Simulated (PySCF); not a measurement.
## Boron: a sound run and one with changed settings

Sound run: B+ [He] 2s2, B(2+) [He] 2s1. Calculation: PySCF 2.14, in def2-SVP (3s2p1d, 14 functions); no relativity, point nucleus. The sound run starts from symmetry-adapted Hartree-Fock orbitals and uses a fine grid where one is needed.

Changed run: radial step 0.3 in ln r (0.13 in the sound run). This setting is unsound on purpose.

```tsv
species	method	sound run (hartree)	changed run (hartree)	converged
B+	UHF	-24.20194	-24.20194	yes
B+	r2SCAN	-24.28189	-24.28235	yes
B+	PBE0	-24.26861	-24.26877	yes
B(2+)	UHF	-23.34714	-23.34714	yes
B(2+)	r2SCAN	-23.39582	-23.39548	yes
B(2+)	PBE0	-23.37042	-23.37041	yes
```

Ionisation energy of B+:

```json
{"method": "UHF", "sound run (eV)": "23.260", "changed run (eV)": "23.260"}
{"method": "r2SCAN", "sound run (eV)": "24.111", "changed run (eV)": "24.133"}
{"method": "PBE0", "sound run (eV)": "24.441", "changed run (eV)": "24.446"}
```

A coarse radial grid mis-integrates the density and the exchange-correlation energy, with errors of either sign; Hartree-Fock needs no grid.

For comparison, NIST gives 25.155 eV between the lowest levels.
